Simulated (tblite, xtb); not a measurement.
H2S, charge +1, doublet, at a GFN2-xTB geometry (a state made from the parent by changing its charge; the spin is typed, not shown lowest). Base run: GFN1-xTB run with xtb.

The xtb input:
```
$ xtb mol.xyz --gfn 1 --chrg 1 --uhf 1 --json

# file mol.xyz
3

S     -0.00036152    -0.00213359     0.10390253
H     -0.03847239     1.00861520    -0.81100328
H      0.04425671    -0.97447779    -0.85143727
```

Programs used: tblite, xtb; a row that names a program was run with it.

Variants of this job, named by their change:

```json
[
 {"change": "base", "ΔE vs base (mEh)": "0.000", "G_solv (kcal/mol)": "-", "SCF cycles": "6"},
 {"change": "gbsa = chcl3", "ΔE vs base (mEh)": "-110.3", "G_solv (kcal/mol)": "-69.71", "SCF cycles": "6"},
 {"change": "program = tblite; method = gfn1; option = (--etemp, 2000)", "ΔE vs base (mEh)": "-0.074", "G_solv (kcal/mol)": "-", "SCF cycles": "-"},
 {"change": "acc = 30", "ΔE vs base (mEh)": "0.000", "G_solv (kcal/mol)": "-", "SCF cycles": "5"},
 {"change": "program = tblite; method = gfn1; option = --spin-polarized", "ΔE vs base (mEh)": "-8.429", "G_solv (kcal/mol)": "-", "SCF cycles": "-"},
 {"change": "etemp = 5000", "ΔE vs base (mEh)": "-4.278", "G_solv (kcal/mol)": "-", "SCF cycles": "6"},
 {"change": "etemp = 10000", "ΔE vs base (mEh)": "-24.915", "G_solv (kcal/mol)": "-", "SCF cycles": "7"},
 {"change": "gbsa = water", "ΔE vs base (mEh)": "-125.9", "G_solv (kcal/mol)": "-80.17", "SCF cycles": "6"},
 {"change": "program = tblite; method = gfn1; option = (--alpb, water)", "ΔE vs base (mEh)": "-112.6", "G_solv (kcal/mol)": "-", "SCF cycles": "-"},
 {"change": "program = tblite; method = gfn1; option = (--efield, 0,0,0.1)", "ΔE vs base (mEh)": "2.117", "G_solv (kcal/mol)": "-", "SCF cycles": "-"}
]
```

ALPB and GBSA are two models with their own fitted parameters for each solvent, which aren't always the measured dielectric constant.
